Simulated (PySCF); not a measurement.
## Ionisation energy of P⁺ by level of theory

P⁺ [Ne] 3s2 3p2 (3P) → P²⁺ [Ne] 3s2 3p1 (2P), as a difference of total energies. Computed with PySCF 2.14 in Sapporo-DZP-2012, with scalar relativity by spin-free X2C-1e. Correlated levels: valence: [Ne] frozen. The calculations carry no spin-orbit coupling.

```tsv
method	ionisation energy (eV)
UHF	19.200
PBE	19.814
M06-L	19.729
MP2 (valence)	19.542
SCS-MP2 (valence)	19.467
CCSD (valence)	19.601
CCSD(T) (valence)	19.612
```

Task: How much does correlation contribute at CCSD(T) (valence)?

Result: 19.612 − (19.200) = 0.412 eV, measured against UHF.

The reference lies between the lowest fine-structure levels, while these numbers refer to the centres of the terms.

Errors of the correlated levels include the incompleteness of this basis and the frozen core.

For comparison: 19.769 eV (semi-empirical (NIST evaluation); NIST Atomic Spectra Database, ionization energies).
